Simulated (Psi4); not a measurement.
Psi4 input (wB97X-D/6-311+G**):

```
memory 1500 MB

molecule {
1 1
C     1.40089610   -0.12771822   -0.08619572
C     0.22142190   -0.01764924   -0.01156384
O    -1.12368377    0.14763239    0.10582275
H     2.46176120   -0.23306503   -0.15847468
H    -1.61110123   -0.55826995    0.59022957
H    -1.59509782    0.48248062   -0.69177949
symmetry c1
no_reorient
no_com
}

set {
  basis 6-311+G**
  reference rks
  scf_type pk
  dft_radial_points 99
  dft_spherical_points 590
  e_convergence 1e-8
  d_convergence 1e-7
  maxiter 150
}

e = energy('wb97x-d')
print_out(f'\nFINAL {e:.10f} DIPOLE {variable("CURRENT DIPOLE")[0]:.6f} {variable("CURRENT DIPOLE")[1]:.6f} {variable("CURRENT DIPOLE")[2]:.6f}\n')
```

Output:

```
   => Loading Basis Set <=

    Name: 6-311+G**
    Role: ORBITAL
    Keyword: BASIS
    atoms 1-2 entry C          line   129 file 6-311pgss.gbs
    atoms 3   entry O          line   171 file 6-311pgss.gbs
    atoms 4-6 entry H          line    42 file 6-311pgss.gbs

   => WB97X-D: Empirical Dispersion <=

    Chai and Head-Gordon Dispersion Correction
    Chai, J.-D.; Head-Gordon, M. (2010), J. Chem. Phys., 132: 6615-6620

        s6 =       1.000000

         ---------------------------------------------------------
                                   SCF
               by Justin Turney, Rob Parrish, Andy Simmonett
                          and Daniel G. A. Smith
                              RKS Reference
         ---------------------------------------------------------

  ==> Geometry <==

    Molecular point group: c1
    Full point group: C1

    Geometry (in Angstrom), charge = 1, multiplicity = 1:

       Center              X                  Y                   Z               Mass
    ------------   -----------------  -----------------  -----------------  -----------------
         C            1.400896100000    -0.127718220000    -0.086195720000    12.000000000000
         C            0.221421900000    -0.017649240000    -0.011563840000    12.000000000000
         O           -1.123683770000     0.147632390000     0.105822750000    15.994914619570
         H            2.461761200000    -0.233065030000    -0.158474680000     1.007825032230
         H           -1.611101230000    -0.558269950000     0.590229570000     1.007825032230
         H           -1.595097820000     0.482480620000    -0.691779490000     1.007825032230

  Running in c1 symmetry.

  Rotational constants: A =     10.96015  B =      0.29821  C =      0.29196 [cm^-1]
  Rotational constants: A = 328576.94099  B =   8940.24210  C =   8752.85236 [MHz]
  Nuclear repulsion =   64.623389787215729

  Charge       = 1
  Multiplicity = 1
  Electrons    = 22
  Nalpha       = 11
  Nbeta        = 11

  ==> Algorithm <==

  SCF Algorithm Type is PK.
  DIIS enabled.
  MOM disabled.
  Fractional occupation disabled.
  Guess Type is SAD.
  Energy threshold   = 1.00e-08
  Density threshold  = 1.00e-07
  Integral threshold = 1.00e-12

  ==> Primary Basis <==

  Basis Set: 6-311+G**
    Blend: 6-311+G**
    Number of shells: 42
    Number of basis functions: 84
    Number of Cartesian functions: 87
    Spherical Harmonics?: true
    Max angular momentum: 2

  ==> DFT Potential <==

   => LibXC <=

    Version 7.1.2
    S. Lehtola, C. Steigemann, M. J. T. Oliveira, and M. A. L. Marques,  SoftwareX 7, 1–5 (2018) (10.1016/j.softx.2017.11.002)

   => Composite Functional: WB97X-D <=

    wB97X-D Hyb-GGA Exchange-Correlation Functional

    J.-D. Chai and M. Head-Gordon,  Phys. Chem. Chem. Phys. 10, 6615–6620 (2008) (10.1039/B810189B)

    Deriv               =              1
    GGA                 =           TRUE
    Meta                =          FALSE

    Exchange Hybrid     =           TRUE
    MP2 Hybrid          =          FALSE

   => Exchange-Correlation Functionals <=

    1.0000   wB97X-D range-separated functional

   => Exact (HF) Exchange <=

    0.7780            HF,LR [omega = 0.2000]
    0.2220               HF

   => LibXC Density Thresholds  <==

    XC_HYB_GGA_XC_WB97X_D:  1.00E-14

   => Molecular Quadrature <=

    Radial Scheme          =       TREUTLER
    Pruning Scheme         =           NONE
    Nuclear Scheme         =       TREUTLER

    Blocking Scheme        =         OCTREE
    BS radius alpha        =              1
    Pruning alpha          =              1
    Radial Points          =             99
    Spherical Points       =            590
    Total Points           =         338594
    Total Blocks           =           2510
    Max Points             =            256
    Max Functions          =             84
    Weights Tolerance      =       1.00E-15

  ==> Integral Setup <==

  Using in-core PK algorithm.
   Calculation information:
      Number of atoms:                   6
      Number of AO shells:              42
      Number of primitives:             75
      Number of atomic orbitals:        87
      Number of basis functions:        84

      Integral cutoff                 1.00e-12
      Number of threads:                 1

  Performing in-core PK
  Using 19122705 doubles for integral storage.
  We computed 385806 shell quartets total.
  Whereas there are 408156 unique shell quartets.

  Computing range-separated integrals for PK
  We computed 385806 wK shell quartets total.
  Whereas there are 408156 wK unique shell quartets.

  ==> DiskJK: Disk-Based J/K Matrices <==

    J tasked:                  Yes
    K tasked:                  Yes
    wK tasked:                 Yes
    Omega:               2.000E-01
    Schwarz Cutoff:          1E-12


  Cached 50.0% of DFT collocation blocks in 0.354 [GiB].

  Minimum eigenvalue in the overlap matrix is 4.0080480283E-05.
  Reciprocal condition number of the overlap matrix is 5.5556058443E-06.
    Using symmetric orthogonalization.

  ==> Pre-Iterations <==

  SCF Guess: Superposition of Atomic Densities via on-the-fly atomic UHF (no occupation information).

   -------------------------
    Irrep   Nso     Nmo
   -------------------------
     A         84      84
   -------------------------
    Total      84      84
   -------------------------

  ==> Iterations <==

                        Total Energy        Delta E     RMS |[F,P]|

   @RKS iter SAD:  -152.51914428203185   -1.52519e+02   0.00000e+00
   @RKS iter   1:  -152.62624418867748   -1.07100e-01   6.58750e-03 ADIIS/DIIS
   @RKS iter   2:  -152.66667321682436   -4.04290e-02   5.71306e-03 ADIIS/DIIS
   @RKS iter   3:  -152.77049115862482   -1.03818e-01   1.72717e-03 ADIIS/DIIS
   @RKS iter   4:  -152.77986559832692   -9.37444e-03   3.07963e-04 ADIIS/DIIS
   @RKS iter   5:  -152.78015122245185   -2.85624e-04   9.01954e-05 DIIS
   @RKS iter   6:  -152.78017000938138   -1.87869e-05   1.48184e-05 DIIS
   @RKS iter   7:  -152.78017133606184   -1.32668e-06   3.03375e-06 DIIS
   @RKS iter   8:  -152.78017145474993   -1.18688e-07   8.57065e-07 DIIS
   @RKS iter   9:  -152.78017146935548   -1.46055e-08   2.51329e-07 DIIS
   @RKS iter  10:  -152.78017147049076   -1.13528e-09   4.03297e-08 DIIS
  Energy and wave function converged.

  ==> Post-Iterations <==

   Electrons on quadrature grid:
      Ntotal   =   22.0000000007 ; deviation = 6.798e-10

    Orbital Energies [Eh]
    ---------------------

    Doubly Occupied:

       1A    -19.703300     2A    -10.580823     3A    -10.530021
       4A     -1.570459     5A     -1.118410     6A     -1.046057
       7A     -1.028110     8A     -0.858416     9A     -0.825217
      10A     -0.616453    11A     -0.598681

    Virtual:

      12A     -0.189117    13A     -0.124949    14A     -0.091360
      15A     -0.087648    16A     -0.063708    17A     -0.041073
      18A     -0.029618    19A     -0.026220    20A     -0.010273
      21A     -0.005560    22A      0.024747    23A      0.046832
      24A      0.057247    25A      0.092081    26A      0.114256
      27A      0.120498    28A      0.136870    29A      0.155190
      30A      0.272430    31A      0.296506    32A      0.329823
      33A      0.410000    34A      0.418217    35A      0.501412
      36A      0.502093    37A      0.539544    38A      0.586942
      39A      0.666849    40A      0.765536    41A      0.787061
      42A      0.846195    43A      0.857242    44A      0.945638
      45A      0.951657    46A      0.975500    47A      1.010958
      48A      1.020275    49A      1.181072    50A      1.320838
      51A      1.374087    52A      1.407091    53A      1.426961
      54A      1.433058    55A      1.509755    56A      1.565672
      57A      1.701475    58A      1.788023    59A      1.797012
      60A      1.887840    61A      2.168040    62A      2.205433
      63A      2.322471    64A      2.359308    65A      2.386543
      66A      2.492102    67A      2.592395    68A      2.599887
      69A      2.813451    70A      2.846059    71A      3.033154
      72A      3.071995    73A      3.121610    74A      3.151982
      75A      3.269193    76A      3.471197    77A      3.564781
      78A      3.808450    79A      4.779195    80A      5.334525
      81A      5.407979    82A     23.379392    83A     25.025422
      84A     49.720018

    Final Occupation by Irrep:
              A
    DOCC [    11 ]
    NA   [    11 ]
    NB   [    11 ]

  @RKS Final Energy:  -152.78017147049076

   => Energetics <=

    Nuclear Repulsion Energy =             64.6233897872157286
    One-Electron Energy =                -328.3248075153826449
    Two-Electron Energy =                 124.9258830543298018
    DFT Exchange-Correlation Energy =     -14.0039625209350564
    Empirical Dispersion Energy =          -0.0006742757185851
    VV10 Nonlocal Energy =                  0.0000000000000000
    Total Energy =                       -152.7801714704907567

Computation Completed

Properties will be evaluated at   0.000000,   0.000000,   0.000000 [a0]

Properties computed using the SCF density matrix

 Multipole Moments:

 ------------------------------------------------------------------------------------
     Multipole            Electronic (a.u.)      Nuclear  (a.u.)        Total (a.u.)
 ------------------------------------------------------------------------------------

 L = 1.  Multiply by 2.5417464519 to convert [e a0] to [Debye]
 Dipole X            :         -1.4893216           -0.0000000           -1.4893217
 Dipole Y            :         -0.2072540            0.0000000           -0.2072540
 Dipole Z            :         -0.1868427            0.0000001           -0.1868426
 Magnitude           :                                                    1.5152371

 ------------------------------------------------------------------------------------

FINAL -152.7801714705 DIPOLE -1.489322 -0.207254 -0.186843

*** Psi4 exiting successfully. Buy a developer a beer!
```

The dipole moment of an ion depends on the origin.

The geometry given is a B3LYP-D3(BJ)/def2-TZVP minimum.
